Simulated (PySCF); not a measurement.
Structure problem from calculated spectra and properties.

Elements present: Al, C, H and N. Monoisotopic mass: 73.0472 u.

| Property | Result |
| --- | --- |
| UV, first state | lowest singlet excitation: 5.19 eV (239 nm, f = 0.144) [TDDFT CAM-B3LYP/def2-SVPD] |
| UV, strongest line | among the 15 lowest singlet transitions: S15 at 8.71 eV (142 nm, f = 0.282) [TDDFT CAM-B3LYP/def2-SVPD] |
| 13C NMR | chemical shifts (computed TMS as zero) by class: 43.2 (2 C) ppm [GIAO B3LYP/pcSseg-1 (pcSseg-2 on Al)] |
| Dipole | 0.88 D [CAM-B3LYP/def2-SVPD] |
| Triplet | lowest triplet excitation (Tamm–Dancoff): 4.17 eV [TDA CAM-B3LYP/def2-SVPD] |
| NMR, other nuclei | isotropic shieldings of nuclei other than C and H, by class: 160 (1 N), 348 (1 Al) ppm [GIAO B3LYP/pcSseg-1 (pcSseg-2 on Al)] |
| Polarisability | 64.7 au [CAM-B3LYP/def2-SVPD] |
| 1H NMR | chemical shifts (computed TMS as zero) by class: 4.40 (2 H), 2.85 (6 H) ppm [GIAO B3LYP/pcSseg-1 (pcSseg-2 on Al)] |
| Rotational structure | rotational constants A, B, C: 8.850, 4.389, 3.047 GHz [PBE0-D3(BJ)/def2-SVP] |
| XPS | C1s 291.4 (×2), N1s 404.0, Al1s 1566.3 eV [ΔSCF SCAN, pcX-2 on the ionised atom, pcseg-1 elsewhere, spin-free X2C] |

Gas-phase values; electronic properties from PySCF, density fitting. Levels stand in brackets. Isolated species at its PBE0-D3(BJ)/def2-SVP geometry, gas phase. NMR classes are plain means over equivalent atoms (diastereotopic ones count apart unless rotation or inversion swaps them), as if these changed places fast.

Question: Which formula fits the mass and the elements?

Answer: C2H8AlN (calculated 73.0472). No other formula that holds each of these elements comes within 0.0003 u with a fitting electron parity and a possible valence count.

Question: Propose a structure and show how it fits.

Answer: 2 carbons fall into 1 class: carbon bonded to N and 3 H (43.2 ppm, 2 C). Hydrogen classes from least to most shielded: 2 H on an aluminium bonded to N and 2 H (4.40 ppm), 6 H on 2 like atoms (carbon bonded to N and 3 H) (2.85 ppm, a mean of values up to 0.9 ppm apart in this geometry). The other shieldings belong to: 160 ppm, nitrogen bonded to Al and 2 C; 348 ppm, aluminium bonded to N and 2 H. The core levels belong to: C1s 291.4 eV, carbon bonded to N and 3 H; N1s 404.0 eV, nitrogen bonded to Al and 2 C; Al1s 1566.3 eV, aluminium bonded to N and 2 H. The hole state at 79.8 eV has ⟨S²⟩ = 0.82 against 0.75, so that value is less sure. The optimised geometry has point group C2v and is an asymmetric top. Structure: AlH2(NMe2) (`C[N](C)[AlH2]`). Computed isomers that give other values at the same levels: `C=[CH][AlH2-][NH3+]` (core binding energies: C1s 289.0, C1s 289.8, N1s 407.7, Al1s 1565.3 eV); `C[NH][AlH][CH3]` (core binding energies: C1s 289.6, C1s 291.4, N1s 403.9, Al1s 1566.1 eV). The assignments are read from this structure; whether some other isomer fits the data as well wasn't checked.
